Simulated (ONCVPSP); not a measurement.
# hafnium (Hf): excitation energies, all-electron against ONCV

```
Element                 : Hf
Generator               : ONCVPSP 4.0.1
Type                    : optimised norm-conserving Vanderbilt (ONCV)
Functional              : LDA (Perdew-Wang 92)
Relativity              : fully relativistic
Frozen core             : [Xe] 4f14
Valence charge          : 4
Reference configuration : 5d3 6s1
Partial waves           : 6s: rc 3.05 bohr, ncon 4, nbas 7, qcut 2.4 1/bohr, 2 projectors, debl 3.8 Ha; p scattering state at 0.11 Ha: rc 3.10 bohr, ncon 3, nbas 8, qcut 2.2 1/bohr, 2 projectors, debl 3.7 Ha; 5d: rc 2.90 bohr, ncon 5, nbas 10, qcut 5.3 1/bohr, 2 projectors, debl 0.5 Ha
Local potential         : polynomial inside 1.95 bohr (lpopt 5, dvloc0 2 Ha)
Core correction         : none
```

Open shells are filled in proportion to 2j + 1.

In the p channel the program set the typed energies aside and used 0.050, 3.750 Ha (j = l + 1/2; the other j can differ).

Energies are relative to the spin-unpolarised reference configuration 5d3 6s1; without spin polarisation the order of configurations can differ from experiment.

```csv
valence configuration,charge,ΔE all-electron (eV),error AE − PS (meV)
5d2 6s2,0,-2.576,+14
5d2 6s1,+1,5.616,+11
```

(1) What are ΔE and the potential's error for 5d1 6s2 6p1?

(2) What are ΔE and the potential's error for 5d2 6s0?

Note: no bound ghost flagged; GHOST(+) flagged for s at 78.2 eV, p3/2 at 103.7 eV, p1/2 at 108.5 eV.

Answers

(1) ΔE = -0.519 eV all-electron; the error (AE − PS) is +72 meV.

(2) ΔE = 20.111 eV all-electron; the error (AE − PS) is +77 meV.
